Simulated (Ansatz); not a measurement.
Reactions of FH$_{3}$Si, SMILES `F[SiH3]`.

Computed with Ansatz on PBE0-D4/def2-TZVP structures; ΔE is electronic, products minus reactants. CCSD(T)/CBS adds triple-zeta CCSD(T) − MP2 to the extrapolated MP2 energy (def2 sets, frozen cores). Small cases extrapolate CCSD(T) itself. Functionals use def2-TZVPP. No spin–orbit coupling; open shells (•) take unrestricted orbitals. Spin–orbit coupling would lower the free atoms: a little for Cl, F, Si. Elements past krypton have def2 core potentials. Bonds to Cd are less sure, by a few kJ/mol each and by 10 to 20 or more in all where they break to atoms, as the def2 sets lack core-valence functions. Each species was taken in one conformer, which may not be the lowest.

```
                                                reaction  B2PLYP (kJ/mol)  MP2/CBS(def2) (kJ/mol)  ωB97X-V (kJ/mol)
                      `F[SiH3]` + Cl• → `F[SiH2]`• + HCl              -31                     -45               -30
                              `F[SiH3]` → H–F + `[SiH2]`              366                     381               376
           `F[SiH3]` + `N=C(F)F` → `FC(F)=N[SiH3]` + H–F               82                      72                80
`F[SiH3]` + `[NH2][Cd][OH]` → `[NH2][Cd][O][SiH3]` + H–F               22                      17                20
       `F[SiH3]` + `N=C(O)CO` → `OC/C(O)=N\[SiH3]` + H–F               85                      73                81
                              `F[SiH3]` → F• + `[SiH3]`•              632                     682               638
     `F[SiH3]` + `O[SiH](O)S` → `O[SiH](O)S[SiH3]` + H–F               74                      56                67
                             `F[SiH3]` → F• + 3 H• + Si•             1578                    1614              1599
               `F[SiH3]` + `[SiH3]`• → `F[SiH2]`• + SiH₄                9                      11                 8
       `F[SiH3]` + `NC(O)(F)F` → `NC(F)(F)O[SiH3]` + H–F               48                      39                45
```

**Question.** Give the CCSD(T)/CBS values in the same order. (An estimate is asked.)

**Answer.** Ansatz gave: -33, 365, 76, 17, 77, 647, 61, 1603, 11, 41 kJ/mol.

Largest T1 diagnostic: 0.016, for `[NH2][Cd][OH]`.

Extrapolated directly: `F[SiH3]` + Cl• → `F[SiH2]`• + HCl; `F[SiH3]` → H–F + `[SiH2]`; `F[SiH3]` → F• + `[SiH3]`•; `F[SiH3]` → F• + 3 H• + Si•; `F[SiH3]` + `[SiH3]`• → `F[SiH2]`• + SiH₄.
